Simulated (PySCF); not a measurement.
## 19F chemical shifts

Computed data (PySCF 2.14.0 with density-fitted response routines): geometry from GFN2-xTB, shielding tensors at PBE0/pcSseg-1 (GIAO). Isolated molecule, one conformer, equivalent nuclei averaged, no relativistic terms.

Shieldings were converted by a linear fit to measured shifts: 19F (scatter 6.0 ppm rms, 7.0 ppm with the 5 outliers that the fit left out vs CFCl3, solution or neat liquid, with a term for F on sp3 carbon). A few per cent of atoms miss by over 2 rms, more outside the fitted compound classes.

**Question.** Give the 19F shifts of `FCC(F)(F)OC([SiH3])[SiH3]`, `FC(F)O[C@@H]([SiH3])[C@H](F)[SiH3]`, `C[Si@@H](CO[SiH3])C(F)(F)F`, `FC(F)(F)[SiH2]CCO[SiH3]`, `CCO[Si@@H]([SiH3])C(F)(F)F`.

**Answer.** 
| compound | environment | δ (ppm) |
| --- | --- | --- |
| [F:1][CH2:2][C:3]([F:4])([F:5])[O:6][CH:7]([SiH3:8])[SiH3:9] | F4/5: fluorine of a CF2 group (×2) | -87.0 |
| [F:1][CH2:2][C:3]([F:4])([F:5])[O:6][CH:7]([SiH3:8])[SiH3:9] | F1: fluorine on an sp3 carbon | -234.1 |
| [F:1][CH:2]([F:3])[O:4][C@@H:5]([SiH3:6])[C@H:7]([F:8])[SiH3:9] | F3: fluorine of a CF2 group | -85.5 |
| [F:1][CH:2]([F:3])[O:4][C@@H:5]([SiH3:6])[C@H:7]([F:8])[SiH3:9] | F1: fluorine of a CF2 group | -86.3 |
| [F:1][CH:2]([F:3])[O:4][C@@H:5]([SiH3:6])[C@H:7]([F:8])[SiH3:9] | F8: fluorine on an sp3 carbon | -186.7 |
| C[Si@@H](CO[SiH3])C(F)(F)F | fluorine of a CF3 group (×3) | -62.9 |
| FC(F)(F)[SiH2]CCO[SiH3] | fluorine of a CF3 group (×3) | -63.7 |
| CCO[Si@@H]([SiH3])C(F)(F)F | fluorine of a CF3 group (×3) | -63.7 |

**Question.** Order these by 19F shift, lowest first.
A. C[C@H](O[SiH2][SiH3])C(F)(F)F
B. C[SiH](C)O[SiH2]C(F)(F)F
C. CO[SiH2][C@@H]([SiH3])C(F)(F)F

**Answer.** A (-78.7 ppm, fluorine of a CF3 group), B (-66.6 ppm, fluorine of a CF3 group), C (-51.6 ppm, fluorine of a CF3 group).
